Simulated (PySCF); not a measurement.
# Working out the ionisation energy of Mo⁺

Mo⁺ [Kr] 4d5 (6S) → Mo²⁺ [Kr] 4d4 (5D). Calculation: PySCF 2.14, in aug-cc-pVTZ-PP with ECP28MDF; scalar relativity through the core potential. Frozen: 4s2 4p6. Energies in hartree (1 hartree = 27.21139 eV):

```tsv
part	Mo⁺ (lower)	Mo²⁺ (upper)
UHF	-67.115610	-66.561372
CCSD correlation	-0.066215	-0.040265
(T)	-0.001209	-0.000388
```

Q: What does Hartree-Fock give?

A: (-66.561372) − (-67.115610) = 0.554238 hartree = 15.082 eV.

Q: What do CCSD and CCSD(T) give?

A: The CCSD correlation energies differ by 0.025950 hartree = 0.706 eV and the triples by 0.000821 hartree = 0.022 eV, so CCSD gives 15.788 eV and CCSD(T) 15.810 eV.

Reference: 16.16 ± 0.12 eV (semi-empirical (NIST evaluation); NIST Atomic Spectra Database, ionization energies), between the lowest levels; spin-orbit coupling is absent from the calculation.

What remains against the reference includes basis incompleteness, the frozen core and higher excitations.
